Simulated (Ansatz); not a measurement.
One change: `C[O][W]([F])(=[S])=[S]` becomes `[F][W]([F])(=[S])=[S]`.

Ansatz, PBE0-D4/def2-TZVP geometries, multiplicity 1. Each molecule was computed in one conformer, which needn't be the lowest.

Elements past krypton have def2 core potentials.

```
                                          property  `C[O][W]([F])(=[S])=[S]`
                 LUMO energy (PBE/def2-TZVPP) / eV                     -3.30
                HOMO energy (PBE0/def2-TZVPP) / eV                     -7.25
size of the dipole moment (ωB97M-V/def2-TZVPP) / D                      3.58
    size of the dipole moment (PBE/def2-TZVPP) / D                      3.66
               HOMO–LUMO gap (PBE/def2-TZVPP) / eV                      2.84
             HOMO energy (ωB97M-V/def2-TZVPP) / eV                     -9.20
```

Question: What does the change do to each property? (Estimate.)

Answer: The calculation gave: 
```
                                          property  `[F][W]([F])(=[S])=[S]`  shift
                 LUMO energy (PBE/def2-TZVPP) / eV                    -3.88  -0.58
                HOMO energy (PBE0/def2-TZVPP) / eV                    -7.80  -0.55
size of the dipole moment (ωB97M-V/def2-TZVPP) / D                     0.56  -3.02
    size of the dipole moment (PBE/def2-TZVPP) / D                     0.67  -2.99
               HOMO–LUMO gap (PBE/def2-TZVPP) / eV                     2.80  -0.04
             HOMO energy (ωB97M-V/def2-TZVPP) / eV                    -9.75  -0.55
```

Dipoles are sizes alone; their direction can turn.
